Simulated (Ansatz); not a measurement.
`[F][Sn]([F])([F])[Cl]` + `[OH][Mg][O][SiH3]` → `[F][Sn]([F])([F])[O][SiH3]` + `[OH][Mg][Cl]`  (redistribution)

Calculated with Ansatz (gas phase, PBE0-D4/def2-TZVP geometries, no zero-point term in ΔE). CCSD(T)/CBS adds triple-zeta CCSD(T) − MP2 to the extrapolated MP2 energy (def2 sets, frozen cores). Functionals use def2-TZVPP. def2 core potentials past Kr. For Mg, Sn outer-core shells are correlated without core-valence functions, which leaves a few kJ/mol of doubt a bond. One conformer a species, not always the lowest.

`[F][Sn]([F])([F])[Cl]`:

```xyz
5

F     0.601    1.594   -0.830
Sn   -0.008    0.001   -0.035
F    -1.868   -0.082   -0.310
F     0.759   -1.427   -0.990
Cl    0.516   -0.087    2.164
```

`[OH][Mg][O][SiH3]`:

```xyz
8

O    -3.138   -0.870   -0.695
Mg   -1.490   -0.392   -0.325
O     0.208    0.036    0.041
Si    1.736    0.425    0.372
H    -4.073   -0.870   -0.844
H     2.238    1.489   -0.547
H     1.878    0.935    1.768
H     2.641   -0.754    0.231
```

`[F][Sn]([F])([F])[O][SiH3]`:

Cartesian coordinates in Å:
```
F -2.896 0.186 -1.295
Sn -1.446 -0.602 -0.394
F -2.042 -1.155 1.306
F -0.935 -2.145 -1.348
O -0.023 0.649 -0.268
Si 1.503 0.740 0.365
H 2.368 -0.301 -0.246
H 1.456 0.537 1.835
H 2.016 2.092 0.045
```

`[OH][Mg][Cl]`:

Cartesian coordinates in Å:
```
O 0.839 -0.645 0.539
Mg -0.378 0.292 -0.299
Cl -1.870 1.442 -1.389
H 1.409 -1.089 1.150
```

| level | ΔE (kJ/mol) | difference from CCSD(T)/CBS |
| --- | --- | --- |
| PBE-D4 | 3.8 | 4.2 |
| revPBE-D4 | 4.0 | 4.4 |
| BLYP-D4 | 4.2 | 4.6 |
| r2SCAN-D4 | 1.4 | 1.8 |
| BHLYP-D4 | -3.9 | -3.5 |
| CAM-B3LYP-D4 | -0.9 | -0.5 |
| PBE | 4.8 | 5.2 |
| PBE0 | 1.4 | 1.8 |
| CAM-B3LYP | 0.2 | 0.6 |
| LC-ωPBE | -2.0 | -1.6 |
| RPA@PBE/def2-TZVPP | -0.7 | -0.3 |
| MP2/def2-SVP | -0.9 | -0.5 |
| MP2/def2-TZVPP | -0.5 | -0.1 |
| CCSD/def2-TZVPP | -3.2 | -2.8 |
| MP2/def2-QZVPP | 1.0 | 1.4 |
| CCSD/CBS(def2) | -1.1 | -0.7 |
| CCSD(T)/CBS | -0.4 | 0 |

Largest T1 diagnostic among the species: 0.015.

From PBE to PBE0 (25 % exact exchange), in def2-TZVPP and without D4, ΔE moves by −3.4 kJ/mol. Leaving LDA and LC-ωPBE aside and taking each functional with its dispersion term where it has one, the values spread over 8.1 kJ/mol, from BHLYP-D4 to BLYP-D4. In def2-TZVPP, CCSD(T) changes the Hartree–Fock value by +9.1 kJ/mol (the triples alone add +0.7 kJ/mol) and MP2 by +11.2 kJ/mol.
